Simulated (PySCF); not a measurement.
# Spinor energies of Rb¹⁹⁺ (rubidium, charge +19)

Start: [Ar]. Calculated with PySCF 2.14 in an uncontracted even-tempered set (19 s from 2.1 bohr⁻², ratio 2.4; 14 p from 2.7 bohr⁻², ratio 2.4; 5 d from 13 bohr⁻², ratio 2.6; 4 f from 20 bohr⁻², ratio 2.6): generalised Hartree-Fock with the X2C-1e Hamiltonian and a Gaussian nucleus; one run each with spin-orbit coupling (SO) switched off, then screened by Boettger's factors.

| spinor shell | electrons | ε, spin-free (eV) | ε, screened SO (eV) | weight of nominal j (screened SO) | rms radius, screened SO (bohr) |
| --- | --- | --- | --- | --- | --- |
| 1s1/2 | 2 | -16023.9 | -16023.5 | 1.000 | 0.0464 |
| 2s1/2 | 2 | -2839.6 | -2839.5 | 1.000 | 0.191 |
| 2p1/2 | 2 | -2596.7 | -2639.0 | 1.000 | 0.167 |
| 2p3/2 | 4 | -2596.7 | -2576.5 | 1.000 | 0.170 |
| 3s1/2 | 2 | -947.58 | -947.55 | 1.000 | 0.485 |
| 3p1/2 | 2 | -861.92 | -870.67 | 1.000 | 0.478 |

Question: Where does 3p3/2 lie, and what is the 3p spin-orbit splitting (screened SO)?

Answer: At -857.74 eV, 12.928 eV above 3p1/2.

```
   quantity    spin-free  screened SO
E (hartree)  -2778.79353  -2779.00662
        M_J            0            0
       ⟨J²⟩        0.000        0.000
       ⟨L²⟩        0.000        0.003
       ⟨S²⟩        0.000        0.003
```

Breit and QED terms are absent; they matter most for the inner s and p1/2 levels.

Densities and radii are taken from the X2C orbitals without a picture-change correction, which distorts them close to the nucleus.

Without spin-orbit coupling the j labels of p, d and f shells carry no meaning; the spin-free column gives the mean over the occupied spinors of each nl shell.
